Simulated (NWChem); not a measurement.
# CH2ClFO2Si; SMILES O=C(O)[Si@H](F)Cl

```xyz
8

O      0.2822    -1.7978    -1.2944
C      0.0984    -1.4025    -0.1664
O      0.3873    -2.1307     0.9394
Si    -0.6105     0.3221     0.2854
F     -1.4074     0.8420    -1.0026
Cl     0.9688     1.5816     0.6680
H      0.7672    -2.9821     0.6364
H     -1.5139     0.3030     1.4506
```
Atoms are numbered in this order, from 1.

All runs: NWChem. Pople sets run with spherical d functions. Geometry: optimised at B3LYP/6-31G* (spherical d). Level: B3LYP/6-31G* with SMD (1 M gas to 1 M solution), gas-phase geometry. Reactions with the solvent are ignored.

Predict the results for solvent toluene. Quantities: solvation free energy (kcal/mol); cavity-dispersion-structure term (kcal/mol); dipole in solution (D).

The solvation free energy (kcal/mol) is -4.2, the cavity-dispersion-structure term (kcal/mol) is -1.7 and the dipole in solution (D) comes out as 2.82.
